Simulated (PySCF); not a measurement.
C₃H₈As, SMILES C[C](C)[AsH2], multiplicity 2. Geometry optimised at B3LYP-D3(BJ)/def2-SVP. The isomer is the one that the SMILES or the coordinates give; other isomers of the formula were not compared.

Level of theory: PySCF with B3LYP-D3(BJ)/def2-SVP.

Harmonic wavenumbers (cm⁻¹): 102, 103, 120, 240, 257, 298, 518, 718, 762, 937, 940, 967, 969, 1014, 1197, 1246, 1377, 1390, 1440, 1443, 1453, 1463, 2139, 2160, 2952, 2956, 3028, 3028, 3097, 3098. Rotational constants (GHz): 7.829, 2.743, 2.125; symmetry number 1.

Task: Work out the zero-point energy and the ideal-gas rigid-rotor harmonic-oscillator thermochemistry at 298.15 K and 1 atm.

Result: ZPE = ½ Σ hcν = ½ × 41414 cm⁻¹ = 247.71 kJ/mol. H − E(el) = 268.77 kJ/mol. Entropy in J/(mol K): translation 168.35, rotation 110.28, vibration 69.78, spin 5.76, total 354.17. G − E(el) = 163.18 kJ/mol. Cp = 103.63 J/(mol K). Modes under 150 cm⁻¹ make the vibrational entropy uncertain.
